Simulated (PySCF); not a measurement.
Species: C4H4Cl2F2O2.
Atom-mapped SMILES: `[F:1][CH:2]([F:3])[O:4][C@@H:5]1[O:6][C@@H:7]1[CH:8]([Cl:9])[Cl:10]`

Probes without a nucleus sit at each ring's centroid and 1 Å off its mean plane on both sides; NICS is minus the shielding there, NICSzz its component along the normal. Level: GIAO PBE0/pcSseg-1 (PySCF, non-relativistic, gas phase) on the GFN2-xTB geometry, one conformer.

Ring bond lengths (Å), with Mayer bond orders in brackets: C5–O6 1.383 (0.98), O6–C7 1.401 (0.91), C7–C5 1.468 (0.97).

Give the NICS values of each ring in ppm.

```tsv
ring	type	NICS(0)	NICS(1), two faces	NICS(1)zz, two faces	rms pucker (Å)	centre to ring atoms, mean (Å)
C5–O6–C7	3-membered ring with O; formal bonds all single	-43.6	-5.3 / -7.0	-12.5 / -22.7	0.00	0.82
```

What can be read from them?

- C5–O6–C7: mean NICS(1)zz -17.6 ppm, shielded. C5, C7 have four or more neighbours; no verdict on aromaticity is drawn. The two faces differ by 10.2 ppm, so no symmetry operation interchanges them. NICS(0) lies 37 ppm below the mean NICS(1).

At the first NICS(1) probe listed for ring C5–O6–C7, 1 Å off the ring, how large is the induced field along the normal in 11.7 T applied along it?

NICSzz × B0 = -12.5 ppm × 11.7 T = -146 μT, against the applied field.

How shielded are the nuclei of the rings and their hydrogens (means over atoms taken as equivalent)?

| atoms | environment | σ isotropic (ppm) |
| --- | --- | --- |
| C5 | sp3 carbon bearing two oxygens | 110.6 |
| O6 | epoxide oxygen | 249.0 |
| C7 | sp3 carbon bound to oxygen | 125.5 |
| H on C5 | methine hydrogen | 26.85 |
| H on C7 | methine hydrogen | 28.65 |

Shape of the structure used: `[F:1][CH:2]([F:3])[O:4][C@@H:5]1[O:6][C@@H:7]1[CH:8]([Cl:9])[Cl:10]`: F1–C2–O4–C5 169°, C2–O4–C5–O6 -71°, O6–C7–C8–Cl9 85°.
